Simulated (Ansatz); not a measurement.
B$_{2}$H$_{5}$NOSi (`O[SiH]1BNB1`) from Hartree–Fock to CCSD(T)

Cartesian coordinates in Å:
```
O 2.3725 0.4025 0.0157
Si 0.7341 0.6195 0.0714
B -0.5756 -0.2644 -1.1746
N -1.4326 -0.5737 -0.0712
B -0.5594 -0.5633 1.0626
H 2.9192 1.1677 0.1938
H 0.4222 2.0656 0.2708
H -0.7786 -0.6414 -2.2904
H -2.3537 -0.9912 -0.1206
H -0.7480 -1.2212 2.0425
```

The species carries charge 0 and has multiplicity 1. Geometry: relaxed with PBE0-D4/def2-TZVP. It is one conformer, not always the lowest. Frozen core, restricted reference, the Gaussian-basis code of Ansatz. CBS rows extrapolate triple and quadruple zeta; past MP2 they add the triple-zeta difference.

| basis | HF (Eh) | MP2 corr. |
| --- | --- | --- |
| def2-SVP | -470.35050 | -0.60506 |
| def2-TZVPP | -470.67309 | -0.75437 |
| def2-QZVPP | -470.69070 | -0.81028 |

(1) Estimate the CCSD correlation energy and the (T) correction in each basis where they were run (hartree).

## Answers

(1) 
```json
{"basis": "def2-SVP", "CCSD corr.": "-0.65062", "(T)": "-0.02013"}
{"basis": "def2-TZVPP", "CCSD corr.": "-0.79208", "(T)": "-0.03291"}
{"basis": "CBS(def2)", "CCSD corr.": "-0.88940", "(T)": "as TZ"}
```
